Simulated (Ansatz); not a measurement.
Diatomic TaF+, multiplicity 4 (lowest of 2S+1 = 2, 4, 6, 8 at CCSD(T)/def2-TZVPP on PBE0 minima; our sources give no spin for the ground state, which may be another). No spin–orbit coupling.

Seven points along R, fitted to fifth degree in 1/R; most abundant isotopes. Runs in def2 and cc sets follow the lowest solution found near the PBE0 minimum.

Run with Ansatz (Gaussian basis) for Hartree–Fock, density functionals and correlated methods. Values without a source in brackets are computed. In def2 rows elements past Kr take small-core potentials, without spin–orbit coupling.

Energies at SVWN5/def2-TZVPP:

```
R (Å)       E (hartree)
--------  -------------
1.645030  -155.78891108
1.689251  -155.79702137
1.729934  -155.80054979
1.775925  -155.80091379
1.821915  -155.79823936
1.874980  -155.79227094
1.936890  -155.78246610
```

With a reduced mass of 17.1932 u, find the minimum, the force constant and the constants.

A fifth-degree polynomial in 1/R puts the minimum at r_e = 1.7574 Å with force constant 689 N/m. Then ω_e = (1/2πc)√(k/μ) = 825 cm⁻¹ and B_e = h/(8π²cμr_e²) = 0.3175 cm⁻¹; the cubic and quartic terms give α_e = 0.0016 and ω_e x_e = 2.9 cm⁻¹.

Ansatz is a quantum-chemistry and plane-wave program.
